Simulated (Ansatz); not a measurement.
`C[O][Al]([Cl])[Cl]` + CH₃NH₂ → `C[NH][Al]([Cl])[Cl]` + CH₃OH at 298.15 K and 1 bar (ligand exchange at the Al–O bond).

Program: Ansatz. Geometries: PBE0-D4/def2-TZVP. ΔE: electronic, gas phase. CBS: MP2 limit from def2 TZ/QZ plus the TZ coupled-cluster correction, frozen cores. This one scheme is used for every species. Each species was taken in one conformer, which may not be the lowest.

| species | CCSD(T)/CBS energy (Eh) | H − E (kJ/mol) | S (J/(mol·K)) |
| --- | --- | --- | --- |
| `C[O][Al]([Cl])[Cl]` | -1276.79096 | 141.5 | 369.0 |
| CH₃NH₂ | -95.75281 | 180.0 | 240.4 |
| `C[NH][Al]([Cl])[Cl]` | -1256.91293 | 174.0 | 363.0 |
| CH₃OH | -115.61712 | 146.3 | 238.2 |

H − E and S are ideal-gas, rigid-rotor, harmonic terms from PBE0-D4/def2-TZVP, for one conformer and one mirror image of each species. 1 Eh = 2625.50 kJ/mol, R = 8.31446 J/(mol·K).

Question: By hand: ΔE, ΔH, ΔS and ΔG.

Answer: ΔE = (-1256.91293) + (-115.61712) − (-1276.79096) − (-95.75281) = 0.01372 Eh = 36.0 kJ/mol. Δ(H − E) = 174.0 + 146.3 − 141.5 − 180.0 = -1.2, so ΔH = 34.8 kJ/mol. ΔS = 363.0 + 238.2 − 369.0 − 240.4 = -8.2 J/(mol·K). ΔG = 34.8 − 298.15 × (-8.2)/1000 = 37.2 kJ/mol.

Question: By hand: the equilibrium constant, and the temperature at which ΔG would vanish if ΔH and ΔS stayed fixed.

Answer: log₁₀ K = −ΔG/(RT ln 10) = -6.5. ΔH and −TΔS have one sign here, so there is no such temperature.

The number of gas molecules stays the same, so ΔS is small and ΔH decides. A doubt of 5 kJ/mol in ΔE shifts log₁₀ K by 0.9 here. Other conformers and mirror images would add mixing entropy, several J/(mol·K) or more a flexible species. These are equilibria of isolated gas molecules and say nothing of rates. Largest T1 diagnostic: 0.010 (customary marks: 0.02 for closed shells, 0.045 for open ones).

ΔS is within the doubt of such terms, so its sign, and with it that verdict, could turn.
